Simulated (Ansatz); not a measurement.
Start from `CO[SiH](C)F` and change one atom or group to get `CO[SiH](F)C#N`.

Ansatz, PBE0-D4/def2-TZVP geometries, multiplicity 1. Each molecule was computed in one conformer, which needn't be the lowest.

| property | `CO[SiH](C)F` |
| --- | --- |
| HOMO–LUMO gap (ωB97M-V/def2-TZVPP) / eV | 13.56 |
| size of the dipole moment (ωB97M-V/def2-TZVPP) / D | 1.19 |
| HOMO–LUMO gap (PBE/def2-TZVPP) / eV | 7.32 |
| LUMO energy (ωB97M-V/def2-TZVPP) / eV | 2.66 |
| HOMO energy (B3LYP/def2-TZVPP) / eV | -8.29 |
| HOMO energy (PBE0/def2-TZVPP) / eV | -8.52 |

Task: What does the change do to each property? (An estimate is asked.)

Result: The calculation gave: 
| property | `CO[SiH](F)C#N` | shift |
| --- | --- | --- |
| HOMO–LUMO gap (ωB97M-V/def2-TZVPP) / eV | 13.06 | -0.50 |
| size of the dipole moment (ωB97M-V/def2-TZVPP) / D | 2.84 | 1.65 |
| HOMO–LUMO gap (PBE/def2-TZVPP) / eV | 5.99 | -1.33 |
| LUMO energy (ωB97M-V/def2-TZVPP) / eV | 1.17 | -1.49 |
| HOMO energy (B3LYP/def2-TZVPP) / eV | -9.23 | -0.94 |
| HOMO energy (PBE0/def2-TZVPP) / eV | -9.48 | -0.96 |

With PBE0 the HOMO falls by 0.96 eV and the LUMO falls by 2.10 eV, so the gap narrows by about 1.14 eV. PBE moves the HOMO by -0.93 eV and ωB97M-V by -1.00 eV. The zero-point energy changes by -72.8 kJ/mol with -6 modes. Dipoles are sizes alone; their direction can turn.

B3LYP here is the variant with VWN-RPA as its local correlation; programs differ in this.
